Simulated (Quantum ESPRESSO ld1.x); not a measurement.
Problem. Radial electron density D(r) = 4 pi r^2 rho(r) of an atom or ion with 27 electrons. All-electron calculation, scalar-relativistic Kohn-Sham, exchange-only LDA, spin-polarised, spherical densities, point nucleus. Program: ld1.x of Quantum ESPRESSO 7.5.

```
   r/bohr * D(r) (the largest magnitude, 41.8, reaches the edge; | marks zero)
 0.007061 |          *
 0.008025 |            *
 0.009194 |               *
  0.01045 |                  *
  0.01188 |                     *
  0.01361 |                         *
  0.01546 |                             *
  0.01772 |                                  *
  0.02014 |                                     *
  0.02289 |                                         *
  0.02622 |                                            *
   0.0298 |                                              *
  0.03387 |                                               *
  0.03881 |                                               *
   0.0441 |                                             *
  0.05013 |                                           *
  0.05743 |                                         *
  0.06527 |                                       *
  0.07478 |                                      *
  0.08499 |                                      *
   0.0966 |                                         *
   0.1107 |                                             *
   0.1258 |                                                  *
    0.143 |                                                     *
   0.1638 |                                                      *
   0.1862 |                                                    *
   0.2133 |                                              *
   0.2424 |                                       *
   0.2755 |                                *
   0.3156 |                          *
   0.3587 |                         *
   0.4077 |                          *
   0.4671 |                            *
   0.5309 |                              *
   0.6034 |                              *
   0.6913 |                           *
   0.7857 |                       *
   0.9001 |                 *
    1.023 |            *
    1.163 |       *
    1.332 |    *
    1.514 |  *
    1.721 | *
    1.972 |*
    2.241 |*
    2.547 *
    2.918 *
    3.316 *
    3.799 *
    4.318 *
    4.908 *
    5.623 *
```

What is the nuclear charge?

Solution. Z = 30. The innermost maximum, from 1s, lies near gamma/Z bohr with gamma = sqrt(1 - (Z/c)^2) = 0.976, here 0.0325 bohr (found: 0.0353), and its height grows with Z. The density is that of the zinc ion Zn3+ in [Ne] 3s1.5 3p6 3d9 4s0.5; the configuration itself is not fixed sharply by these data, and Z only to about a unit. D(r) has 3 maxima, at r = 0.0353, 0.160, 0.561 bohr, and minima at 0.0754, 0.362 bohr, inside which lie 2.10, 10.96 electrons.
